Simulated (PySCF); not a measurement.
Compound: C2H8O2Si.
Atom-mapped SMILES: `[CH3:1][O:2][Si@@H:3]([CH3:4])[OH:5]` (hydrogens: H6, H7, H8 on C1; H9 on Si3; H10, H11, H12 on C4; H13 on O5)

Torsions of this conformer, `[CH3:1][O:2][Si@@H:3]([CH3:4])[OH:5]`: C1–O2–Si3–C4 76°, H–O5–Si3–O2 52°.

The closed-shell ground state was solved at several levels (PySCF, density fitting, gas phase, non-relativistic). One conformer (not necessarily the lowest) at the PBE0-D3(BJ)/def2-SVP geometry, without solvent, vibrations or thermal averaging.

| level | basis functions | HOMO (eV) | LUMO (eV) | gap (eV) | dipole (D) |
| --- | --- | --- | --- | --- | --- |
| B97-2/pcSseg-2 | 299 | -7.69 | 0.61 | 8.30 | 1.37 |
| PBE0/6-31G | 65 | -7.70 | 1.42 | 9.12 | 2.20 |
| OPBE/pcSseg-2 | 299 | -6.40 | -0.06 | 6.34 | 1.18 |
| KT2/pcSseg-2 | 299 | -6.58 | -0.30 | 6.28 | 1.26 |
| KT3/pcSseg-2 | 299 | -6.61 | -0.40 | 6.21 | 1.23 |
| CAM-B3LYP/pcSseg-2 | 299 | -9.40 | 1.25 | 10.65 | 1.50 |
| HF/pcSseg-2 | 299 | -11.63 | 2.67 | 14.30 | 1.64 |
| mPW1PW91/pcSseg-2 | 299 | -7.99 | 0.57 | 8.56 | 1.39 |
| PBE0/pcSseg-2 | 299 | -7.95 | 0.58 | 8.53 | 1.39 |
| BHandHLYP/pcSseg-2 | 299 | -9.41 | 1.09 | 10.50 | 1.54 |

Q: Estimate the row for LDA/pcSseg-2, a basis of 299 functions; the other rows only guide the guess.

A: HOMO -6.57 eV, LUMO -0.37 eV, gap 6.20 eV, dipole 1.35 D.

Q: In the pcSseg-2 basis, how does the gap go with the fixed share of exact exchange?

A: LDA (0 %) 6.20 eV; KT3 (0 %) 6.21 eV; KT2 (0 %) 6.28 eV; OPBE (0 %) 6.34 eV; B97-2 (21 %) 8.30 eV; PBE0 (25 %) 8.53 eV; mPW1PW91 (25 %) 8.56 eV; BHandHLYP (50 %) 10.50 eV; HF (100 %) 14.30 eV. Each rise in the share widens the gap here.

Q: How far do the dipole and the HOMO energy spread over the levels?

A: The dipole runs from 1.18 to 2.20 D (mean 1.46 D) and the HOMO from -11.63 to -6.40 eV.
